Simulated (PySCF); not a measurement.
First SCF of a structure search on doublet TaO(OH)2, at a hand-made trigonal planar (heavy-atom frame) geometry. PySCF input:

```python
from pyscf import gto, scf, dft
mol = gto.M(atom='''
Ta     0.000000     0.000000     0.000000
O      1.830000     0.000000     0.000000
O     -1.045000     1.810000     0.000000
O     -1.045000    -1.810000     0.000000
H     -0.716700     2.712100     0.000000
H     -1.990400    -1.976700     0.000000''',
    basis={'Ta': 'def2-TZVP', 'O': 'def2-TZVP', 'H': 'def2-TZVP'},
    ecp={'Ta': 'def2-TZVP'},
    charge=0, spin=1)
mf = dft.UKS(mol, xc='PBE0')
mf.grids.atom_grid = (50, 194)
aux = {'Ta': 'def2-universal-JKFIT', 'O': 'def2-universal-JKFIT', 'H': 'def2-universal-JKFIT'}
mf = mf.density_fit(auxbasis=aux)
mf.conv_tol = 1e-08
mf.diis_space = 10
mf.max_cycle = 60
mf.init_guess = 'minao'
mf.verbose = 4
mf.kernel()
```

Excerpt of the output (cycles alone):

```
init E= -264.266073242858
cycle= 1 E= -283.545349039787  delta_E= -19.3  |g|= 0.903  |ddm|= 4.43
cycle= 2 E= -280.993222184532  delta_E= 2.55  |g|= 2.61  |ddm|= 1.54
cycle= 3 E= -283.710421383889  delta_E= -2.72  |g|= 0.55  |ddm|= 1.37
cycle= 4 E= -283.822791896242  delta_E= -0.112  |g|= 0.271  |ddm|= 0.479
cycle= 5 E= -283.844856746307  delta_E= -0.0221  |g|= 0.107  |ddm|= 0.169
cycle= 6 E= -283.849942370974  delta_E= -0.00509  |g|= 0.0298  |ddm|= 0.0789
cycle= 7 E= -283.850336237088  delta_E= -0.000394  |g|= 0.00603  |ddm|= 0.015
cycle= 8 E= -283.85036059458  delta_E= -2.44e-05  |g|= 0.00255  |ddm|= 0.00585
cycle= 9 E= -283.850366193861  delta_E= -5.6e-06  |g|= 0.00183  |ddm|= 0.00263
cycle= 10 E= -283.850370957133  delta_E= -4.76e-06  |g|= 0.000655  |ddm|= 0.00291
cycle= 11 E= -283.850372491355  delta_E= -1.53e-06  |g|= 0.000241  |ddm|= 0.00252
cycle= 12 E= -283.850372575429  delta_E= -8.41e-08  |g|= 6.56e-05  |ddm|= 0.000483
cycle= 13 E= -283.85037259062  delta_E= -1.52e-08  |g|= 2.54e-05  |ddm|= 0.0003
cycle= 14 E= -283.850372591415  delta_E= -7.96e-10  |g|= 8e-06  |ddm|= 4.62e-05
Extra cycle  E= -283.850372591453  delta_E= -3.72e-11  |g|= 1.22e-05  |ddm|= 1.73e-05
converged SCF energy = -283.850372591453  <S^2> = 0.76060647  2S+1 = 2.0105785
```

No lower solution of this spin was found from smeared starts or by a stability analysis within the unrestricted form.

With open d or f shells other occupations or spin states may lie lower. Spin–orbit coupling, left out here, can matter for elements this heavy.

The search for the lowest solution, 3 starts and the stability check together, took 22 s on 4 threads of a shared Intel Xeon 6975P-C (Granite Rapids) host, with 145 basis functions; the process peaked at 0.78 GiB. Launch command: `OMP_NUM_THREADS=4 python axn.py task.json out`.
